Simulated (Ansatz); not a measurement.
`C=C[SiH](Cl)C=C` and `C=C[SiH](O)Cl` differ in one atom or group.

Ansatz, PBE0-D4/def2-TZVP geometries, multiplicity 1. Each molecule was computed in one conformer, which needn't be the lowest.

| property | `C=C[SiH](Cl)C=C` |
| --- | --- |
| HOMO energy (B3LYP/def2-TZVPP) / eV | -7.92 |
| LUMO energy (ωB97M-V/def2-TZVPP) / eV | 1.19 |
| LUMO energy (PBE/def2-TZVPP) / eV | -1.89 |
| size of the dipole moment (ωB97M-V/def2-TZVPP) / D | 2.23 |
| HOMO–LUMO gap (ωB97M-V/def2-TZVPP) / eV | 11.59 |
| HOMO energy (ωB97M-V/def2-TZVPP) / eV | -10.40 |

Task: Give the same properties after the change, and the shifts. (An estimate is asked.)

Result: Computed: 
| property | `C=C[SiH](O)Cl` | shift |
| --- | --- | --- |
| HOMO energy (B3LYP/def2-TZVPP) / eV | -8.11 | -0.19 |
| LUMO energy (ωB97M-V/def2-TZVPP) / eV | 1.24 | 0.05 |
| LUMO energy (PBE/def2-TZVPP) / eV | -1.84 | 0.05 |
| size of the dipole moment (ωB97M-V/def2-TZVPP) / D | 2.05 | -0.18 |
| HOMO–LUMO gap (ωB97M-V/def2-TZVPP) / eV | 11.86 | 0.27 |
| HOMO energy (ωB97M-V/def2-TZVPP) / eV | -10.62 | -0.22 |

Dipoles are sizes alone; their direction can turn.

B3LYP here is the variant with VWN-RPA as its local correlation; programs differ in this.
